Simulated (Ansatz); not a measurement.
Reaction (substitution at a C–O bond): `CCOBF` + `OBCl` → `CCOBCl` + `OBF`

Isolated molecules relaxed with PBE0-D4/def2-TZVP in Ansatz; ΔE leaves out vibrations. CCSD(T)/CBS is the MP2 limit (def2-TZVPP, def2-QZVPP) plus CCSD(T) − MP2 in def2-TZVPP, frozen cores. This one scheme is used for every species. Functionals use def2-TZVPP. HSE06 is defined as in plane-wave codes. Each species was taken in one conformer, which may not be the lowest.

`CCOBF`:

```xyz
11

C    -0.573   -1.248    0.630
C    -0.394    0.247    0.537
O     0.900    0.559    0.040
B     1.077    1.129   -1.158
F     2.320    1.365   -1.551
H    -1.546   -1.483    1.066
H     0.203   -1.690    1.257
H    -0.520   -1.709   -0.359
H    -0.476    0.708    1.525
H    -1.159    0.693   -0.108
H     0.168    1.431   -1.879
```

`OBCl`:

Z-matrix (Å, degrees):
```
B
O 1 1.340
Cl 1 1.766 2 121.0
H 1 1.189 2 119.8 3 -180.0
H 2 0.963 1 113.9 3 -0.0
```

`CCOBCl`:

```xyz
11

C     1.003   -1.130    0.299
C     0.305    0.160    0.647
O    -0.040    0.866   -0.541
B    -1.310    1.068   -0.892
Cl   -1.636    1.931   -2.388
H     1.320   -1.642    1.211
H     1.885   -0.938   -0.313
H     0.337   -1.796   -0.254
H     0.965    0.816    1.222
H    -0.595   -0.024    1.242
H    -2.233    0.687   -0.234
```

`OBF`:

Cartesian coordinates in Å:
```
O -0.616 -0.268 -0.747
B 0.316 -0.154 0.216
F 0.402 0.961 0.939
H -1.173 0.513 -0.835
H 1.070 -1.052 0.427
```

(1) Is it downhill or uphill in electronic energy at CCSD(T)/CBS, and by how much? (Estimate.)

(2) What do these levels give: HSE06-D4, PBE, HSE06, BHLYP, HF/def2-SVP, MP2/def2-QZVPP? (Best estimate.)

Largest T1 diagnostic among the species: 0.013.

Results:

(1) The calculation gave: Nearly level: ΔE = -0.01 eV.

(2) Computed: HSE06-D4 0.00, PBE 0.01, HSE06 0.01, BHLYP 0.00, HF/def2-SVP 0.00, MP2/def2-QZVPP -0.01 eV.

Leaving LDA and LC-ωPBE aside and taking each functional with its dispersion term where it has one, the values, not all of them listed here, spread over 0.01 eV, from BLYP-D4 to r2SCAN-D4.
